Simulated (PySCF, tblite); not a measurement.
Isomers of C6H7F3O. Computed with GFN2-xTB (tblite): harmonic, unscaled wavenumbers at the GFN2-xTB geometry, gas phase. Errors from tens to a few hundred cm⁻¹ against measured bands are possible. One conformer each.

Electronic energies: PBE0/pcSseg-1 single points on the GFN2-xTB geometries (PySCF, gas phase).

```csv
SMILES,"electronic energy, lowest = 0 (kJ/mol)"
O=C(F)[C@@H]1CC[C@H](F)[C@H]1F,0.0
FC(F)C1=C[C@@H](F)COC1,130.2
FC(F)(F)[C@@H]1CC[C@H]2O[C@@H]12,63.5
FC(F)(F)C[C@H]1C=COC1,64.7
C=CCC(=C)OC(F)(F)F,136.4
C=C(OC(F)(F)F)C1CC1,144.1
```

Q: How do GFN2-xTB zero-point energies change the relative energies?

A: 
| SMILES | ZPE (kJ/mol) | of it from modes above 1550 cm⁻¹ | electronic (kJ/mol) | with ZPE, lowest = 0 (kJ/mol) | lowest mode (cm⁻¹) | rings |
| --- | --- | --- | --- | --- | --- | --- |
| O=C(F)[C@@H]1CC[C@H](F)[C@H]1F | 324.2 | 136.5 | 0.0 | 0.0 | 31 | 1 |
| FC(F)(F)[C@@H]1CC[C@H]2O[C@@H]12 | 325.6 | 126.5 | 63.5 | 64.9 | 49 | 2 |
| FC(F)(F)C[C@H]1C=COC1 | 321.0 | 136.7 | 64.7 | 61.5 | 34 | 1 |
| FC(F)C1=C[C@@H](F)COC1 | 320.5 | 133.1 | 130.2 | 126.4 | 33 | 1 |
| C=CCC(=C)OC(F)(F)F | 312.1 | 149.6 | 136.4 | 124.3 | 38 | 0 |
| C=C(OC(F)(F)F)C1CC1 | 317.0 | 140.8 | 144.1 | 136.9 | 34 | 1 |

The zero-point energies span 13.5 kJ/mol, from `C=CCC(=C)OC(F)(F)F` to `FC(F)(F)[C@@H]1CC[C@H]2O[C@@H]12`. The lowest isomer stays, but the order above it changes.

Q: And how do the electronic energies of GFN2-xTB itself compare?

A: `O=C(F)[C@@H]1CC[C@H](F)[C@H]1F` 0.0; `FC(F)(F)[C@@H]1CC[C@H]2O[C@@H]12` 34.7; `FC(F)(F)C[C@H]1C=COC1` 53.2; `FC(F)C1=C[C@@H](F)COC1` 100.2; `C=CCC(=C)OC(F)(F)F` 135.6; `C=C(OC(F)(F)F)C1CC1` 105.1 kJ/mol, lowest = 0. Against the energies above, taken from the same isomer `O=C(F)[C@@H]1CC[C@H](F)[C@H]1F`, the largest difference is 39.0 kJ/mol.

Q: What do entropy and thermal enthalpy add at 298.15 K and 1 bar (rigid rotor, harmonic oscillator, one conformer each)?

A: 
| SMILES | point group | symmetry number | S (J/(mol K)) | H − H(0) (kJ/mol) | ZPE + H − H(0) − TS (kJ/mol) |
| --- | --- | --- | --- | --- | --- |
| O=C(F)[C@@H]1CC[C@H](F)[C@H]1F | C1 | 1 | 408.0 | 26.74 | 229.3 |
| FC(F)(F)[C@@H]1CC[C@H]2O[C@@H]12 | C1 | 1 | 383.9 | 24.89 | 236.0 |
| FC(F)(F)C[C@H]1C=COC1 | C1 | 1 | 404.9 | 26.72 | 226.9 |
| FC(F)C1=C[C@@H](F)COC1 | C1 | 1 | 405.1 | 26.75 | 226.4 |
| C=CCC(=C)OC(F)(F)F | C1 | 1 | 428.9 | 29.91 | 214.2 |
| C=C(OC(F)(F)F)C1CC1 | Cs | 1 | 412.5 | 28.00 | 222.0 |
